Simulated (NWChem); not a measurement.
System: dimethyl selenide (C2H6Se); SMILES [Se](C)C

Input file for NWChem:

```
start job
memory heap 200 mb stack 900 mb global 1100 mb
geometry units angstroms noautosym nocenter noautoz
  C      1.478202     0.000000     0.823545
  Se     0.000000     0.000000    -0.483066
  C     -1.478202     0.000000     0.823545
  H      1.436617    -0.896878     1.445479
  H      2.407434     0.000000     0.249409
  H      1.436617     0.896878     1.445479
  H     -1.436617    -0.896878     1.445479
  H     -2.407434     0.000000     0.249409
  H     -1.436617     0.896878     1.445479
end
basis spherical
  * library def2-svp
end
dft
  xc xcamb88 1.00 lyp 0.81 vwn_5 0.19 hfexch 1.00
  cam 0.33 cam_alpha 0.19 cam_beta 0.46
  iterations 150
end
property
  response 1 0.0
end
task dft property
```

Output (shortened):

```
             Northwest Computational Chemistry Package (NWChem) 7.3.0
             --------------------------------------------------------

                             Geometry "geometry" -> ""
                             -------------------------

 Output coordinates in angstroms (scale by  1.889725989 to convert to a.u.)

  No.       Tag          Charge          X              Y              Z
 ---- ---------------- ---------- -------------- -------------- --------------
    1 C                    6.0000     1.47820200     0.00000000     0.82354500
    2 Se                  34.0000     0.00000000     0.00000000    -0.48306600
    3 C                    6.0000    -1.47820200     0.00000000     0.82354500
    4 H                    1.0000     1.43661700    -0.89687800     1.44547900
    5 H                    1.0000     2.40743400     0.00000000     0.24940900
    6 H                    1.0000     1.43661700     0.89687800     1.44547900
    7 H                    1.0000    -1.43661700    -0.89687800     1.44547900
    8 H                    1.0000    -2.40743400     0.00000000     0.24940900
    9 H                    1.0000    -1.43661700     0.89687800     1.44547900

 Effective nuclear repulsion energy (a.u.)     184.4390935530

                              NWChem Property Module
                              ----------------------

                                 NWChem DFT Module
                                 -----------------

 Summary of "ao basis" -> "ao basis" (spherical)
 ------------------------------------------------------------------------------
       Tag                 Description            Shells   Functions and Types
 ---------------- ------------------------------  ------  ---------------------
 C                          def2-svp                 6       14   3s2p1d
 Se                         def2-svp                12       32   5s4p3d
 H                          def2-svp                 3        5   2s1p

            General Information
            -------------------
          SCF calculation type: DFT
          Wavefunction type:  closed shell.
          No. of atoms     :     9
          No. of electrons :    52
           Alpha electrons :    26
            Beta electrons :    26
          Charge           :     0
          Spin multiplicity:     1
          Use of symmetry is: off; symmetry adaption is: off
          Maximum number of iterations: 150
          AO basis - number of functions:    90
                     number of shells:    42
          Convergence on energy requested:  1.00D-06
          Convergence on density requested:  1.00D-05
          Convergence on gradient requested:  5.00D-04

              XC Information
              --------------
                     Hartree-Fock (Exact) Exchange  1.000
                   CAM-Becke88 Exchange Functional  1.000
                      VWN V Correlation Functional  0.190 local
              Lee-Yang-Parr Correlation Functional  0.810

           Range-Separation Parameters
           ---------------------------
           Alpha           :  0.19
           Beta            :  0.46
           Gamma           :  0.33
           Short-Range HF  :     F

             Grid Information
             ----------------
          Grid used for XC integration:  medium
          Radial quadrature: Mura-Knowles
          Angular quadrature: Lebedev.
          Tag              B.-S. Rad. Rad. Pts. Rad. Cut. Ang. Pts.
          ---              ---------- --------- --------- ---------
          C                   0.70       49          11.0       434
          Se                  1.15      112           8.0       590
          H                   0.35       45          12.0       434
          Grid pruning is: on
          Number of quadrature shells:   480
          Spatial weights used:  Erf1

      Superposition of Atomic Density Guess
      -------------------------------------

 Sum of atomic energies:       -2477.75708034

      Non-variational initial energy
      ------------------------------

 Total energy =   -2479.202979
 1-e energy   =   -3813.758808
 2-e energy   =    1150.116736
 HOMO         =      -0.244225
 LUMO         =       0.038979

   convergence    iter        energy       DeltaE   RMS-Dens  Diis-err
 ---------------- ----- ----------------- --------- --------- ---------
 d= 0,ls=0.0,diis     1  -2481.0570362415 -2.67D+03  4.90D-03  2.74D-01
 d= 0,ls=0.0,diis     2  -2481.0796156143 -2.26D-02  2.03D-03  5.98D-02
 d= 0,ls=0.0,diis     3  -2481.0834400779 -3.82D-03  8.50D-04  1.27D-02
 d= 0,ls=0.0,diis     4  -2481.0847876738 -1.35D-03  1.51D-04  2.14D-04
 d= 0,ls=0.0,diis     5  -2481.0848189002 -3.12D-05  3.18D-05  3.32D-06
 d= 0,ls=0.0,diis     6  -2481.0848196489 -7.49D-07  4.78D-06  5.79D-08

         Total DFT energy =    -2481.084819648850
      One electron energy =    -3816.901901902149
           Coulomb energy =     1251.659857895112
    Exchange-Corr. energy =     -100.281869194784
 Nuclear repulsion energy =      184.439093552970

 Numeric. integr. density =       51.999998741415

                       DFT Final Molecular Orbital Analysis
                       ------------------------------------

 Vector   24  Occ=2.000000D+00  E=-4.045466D-01
              MO Center=  2.8D-08, -1.4D-09,  3.4D-01, r^2= 3.2D+00
   Bfn.  Coefficient  Atom+Function         Bfn.  Coefficient  Atom+Function
  ----- ------------  ---------------      ----- ------------  ---------------
    26      0.342276  2 Se px                 4     -0.309203  1 C  px
    50     -0.309203  3 C  px                29      0.236059  2 Se px
    23     -0.214100  2 Se px                66     -0.185483  5 H  s
    81      0.185483  8 H  s                  7     -0.159749  1 C  px
    53     -0.159749  3 C  px                67     -0.104091  5 H  s

 Vector   25  Occ=2.000000D+00  E=-3.607330D-01
              MO Center=  9.6D-08, -8.6D-09, -1.9D-01, r^2= 2.8D+00
   Bfn.  Coefficient  Atom+Function         Bfn.  Coefficient  Atom+Function
  ----- ------------  ---------------      ----- ------------  ---------------
    28      0.406197  2 Se pz                31      0.347499  2 Se pz
    19     -0.272480  2 Se s                 25     -0.256774  2 Se pz
    18     -0.252633  2 Se s                  6     -0.217524  1 C  pz
    52     -0.217524  3 C  pz                17      0.178756  2 Se s
     4     -0.133455  1 C  px                50      0.133455  3 C  px

 Vector   26  Occ=2.000000D+00  E=-2.641058D-01
              MO Center=  6.9D-09, -4.8D-09, -3.4D-01, r^2= 2.2D+00
   Bfn.  Coefficient  Atom+Function         Bfn.  Coefficient  Atom+Function
  ----- ------------  ---------------      ----- ------------  ---------------
    30      0.629811  2 Se py                27      0.508000  2 Se py
    24     -0.322522  2 Se py                21      0.104621  2 Se py
    61      0.101210  4 H  s                 71     -0.101210  6 H  s
    76      0.101210  7 H  s                 86     -0.101210  9 H  s
     5     -0.086490  1 C  py                51     -0.086490  3 C  py

 Vector   27  Occ=0.000000D+00  E= 6.802422D-02
              MO Center= -2.5D-07,  3.7D-09, -7.2D-02, r^2= 4.5D+00
   Bfn.  Coefficient  Atom+Function         Bfn.  Coefficient  Atom+Function
  ----- ------------  ---------------      ----- ------------  ---------------
     3      1.248117  1 C  s                 49     -1.248117  3 C  s
    29     -1.031615  2 Se px                67     -0.385188  5 H  s
    82      0.385188  8 H  s                 62     -0.376593  4 H  s
    72     -0.376593  6 H  s                 77      0.376593  7 H  s
    87      0.376593  9 H  s                 26     -0.288896  2 Se px

 Vector   28  Occ=0.000000D+00  E= 9.540498D-02
              MO Center=  2.4D-07,  1.2D-08,  1.1D+00, r^2= 6.8D+00
   Bfn.  Coefficient  Atom+Function         Bfn.  Coefficient  Atom+Function
  ----- ------------  ---------------      ----- ------------  ---------------
     3      1.962399  1 C  s                 49      1.962399  3 C  s
    62     -0.801609  4 H  s                 72     -0.801609  6 H  s
    77     -0.801609  7 H  s                 87     -0.801609  9 H  s
    19     -0.730759  2 Se s                 67     -0.650175  5 H  s
    82     -0.650174  8 H  s                 31     -0.643704  2 Se pz

 Vector   29  Occ=0.000000D+00  E= 1.196994D-01
              MO Center= -1.7D-07, -5.9D-09,  3.0D-01, r^2= 4.2D+00
   Bfn.  Coefficient  Atom+Function         Bfn.  Coefficient  Atom+Function
  ----- ------------  ---------------      ----- ------------  ---------------
    31      0.965802  2 Se pz                19      0.703521  2 Se s
     7      0.636508  1 C  px                53     -0.636508  3 C  px
    18      0.570470  2 Se s                  9      0.427825  1 C  pz
    55      0.427825  3 C  pz                67     -0.388910  5 H  s
    82     -0.388910  8 H  s                 62     -0.366986  4 H  s

     Multipole analysis of the density
     ---------------------------------

     L   x y z        total         alpha         beta         nuclear
     -   - - -        -----         -----         ----         -------
     0   0 0 0     -0.000000    -26.000000    -26.000000     52.000000

     1   1 0 0     -0.000000     -0.000000     -0.000000     -0.000000
     1   0 1 0      0.000000      0.000000      0.000000      0.000000
     1   0 0 1      0.546187      0.519674      0.519674     -0.493162

     2   2 0 0    -21.744884    -93.128202    -93.128202    164.511521
     2   1 1 0      0.000000      0.000000      0.000000      0.000000
     2   1 0 1     -0.000000     -0.000000     -0.000000      0.000000
     2   0 2 0    -25.379617    -18.434866    -18.434866     11.490116
     2   0 1 1     -0.000000     -0.000000     -0.000000      0.000000
     2   0 0 2    -24.059993    -55.873307    -55.873307     87.686620

 *** CALLING NEW AORESP DRIVER FOR CLOSED AND OPEN SHELLS ***
 Entering AOResponse driver routine

--------------------------------------------------------------------------------

          -----------------------------------------------
          Solving response equations for perturbing field
          -----------------------------------------------

 number of frequencies:     1
 frequency in a.u.:  0.0000000E+00
 Perturbing field: electric
 Using El. Dipole Length Gauge

 Setting up CPKS with frequency omega =      0.00000000 a.u.

 STATIC response

                                NWChem CPHF Module
                                ------------------

  scftype          =     RHF
  nclosed          =       26
  nopen            =        0
  variables        =     1664
  # of vectors     =        3
  tolerance        = 0.10D-03
  level shift      = 0.00D+00
  max iterations   =       50
  max subspace     =       30

 SCF residual:    7.5524038192152990E-005

Iterative solution of linear equations
  No. of variables     1664
  No. of equations        3
  Maximum subspace       30
        Iterations       50
       Convergence  1.0D-04

   iter   nsub   residual    time
   ----  ------  --------  ---------
     1      3    2.33D+00      59.6
     2      6    1.34D+00      70.4
     3      9    2.55D-01      81.3
     4     12    2.83D-02      88.3
     5     15    7.01D-03      95.0
     6     18    5.10D-03     105.0
     7     21    8.55D-04     114.2
     8     24    2.32D-05     122.6

 Electric Dipole Response Matrix (nonzero elements):

              1        2        3
    1   55.0012  -0.0000  -0.0000
    2   -0.0000  34.3692  -0.0000
    3   -0.0000  -0.0000  44.1775

 ------------------------------------------
 average:        44.51596 + I       0.00000

 DFT Linear Response polarizability / au
 Frequency  =       0.0000000 / au
              X              Y              Z
 -----------------------------------------------
 X      55.0011693     -0.0000001     -0.0000001
 Y      -0.0000001     34.3692259     -0.0000001
 Z      -0.0000001     -0.0000000     44.1774934
 -----------------------------------------------
 Eigenvalues =      55.0011693     34.3692259     44.1774934
 Isotropic   =      44.5159629
 Anisotropic =      17.8749988
 -----------------------------------------------

 Magnetic Dipole Response Matrix (nonzero elements):

 Exiting AOResponse driver routine
```

Level: CAM-B3LYP/def2-SVP. All runs use the structure optimised with B3LYP/6-31G* (spherical d).
